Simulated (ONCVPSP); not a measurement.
**Before and after: ONCV potential for Eu (Z = 63)**

* Element: Eu (Z = 63)
* Generator: ONCVPSP 4.0.1
* Type: optimised norm-conserving Vanderbilt (ONCV)
* Functional: PBE
* Relativity: scalar-relativistic
* Frozen core: [Kr] 4d10 4f6
* Valence charge: 11
* Reference configuration: 5s2 5p6 5d1 6s2
* Partial waves: 5s+6s: rc 2.25 bohr, ncon 5, nbas 10, qcut 4.6 1/bohr, 2 projectors; 5p: rc 2.45 bohr, ncon 5, nbas 10, qcut 7.1 1/bohr, 2 projectors, debl 1.2 Ha; 5d: rc 2.25 bohr, ncon 3, nbas 7, qcut 4.8 1/bohr, 1 projector
* Local potential: polynomial inside 1.70 bohr (lpopt 2, dvloc0 0 Ha)
* Core correction: none

Change: all radii scaled by about 0.90 (s 2.02, p 2.20, d 2.02 bohr); local potential polynomial inside 1.54 bohr (lpopt 2, dvloc0 0 Ha).

Cutoffs: the cutoffs (Ha) at which the residual kinetic energy of the hardest occupied pseudo-wave falls to 1 and 0.1 mHa per electron; they do not see the model core or the augmentation charge, which bear on the density cutoff. Errors are all-electron minus pseudo energies relative to the spin-unpolarised reference configuration.

Task: What does the change do?

Result: The potential gets harder (14 Ha and 23 Ha → 16 Ha and 65 Ha); of the 3 tests that both files solve, the error grows in 2 and shrinks in 0 by more than 15 % and 0.3 meV (median size 2.3 → 2.2 meV); neither file shows a bound ghost. A smaller radius makes the pseudo-wave follow the all-electron one further in, where it bends more sharply, so more plane waves are needed.

```csv
quantity,base,changed
"cutoff, loose",14 Ha,16 Ha
"cutoff, tight",23 Ha,65 Ha
loose cutoff by channel,"s 8.9 Ha, p 14 Ha, d 8.0 Ha","s 12 Ha, p 16 Ha, d 8.0 Ha"
bound ghosts,none,none
GHOST(+) flags under 300 eV,s at 177.3 eV,s at 164.9 eV
"tests counted as reliable (solved cleanly; for ONCVPSP, near-neutral configurations with less than one 5d electron left out)",3 of 4,3 of 4
"error for 5s2 5p6 5d1 6s1, meV [ΔE 6.55 eV]",+0.1,+0.4
"error for 5s2 5p6 5d1 6s0, meV [ΔE 18.48 eV]",+11,+13
"error for 5s2 5p6 5d1.5 6s1.5, meV [ΔE 0.76 eV]",-2.3,-2.2
```
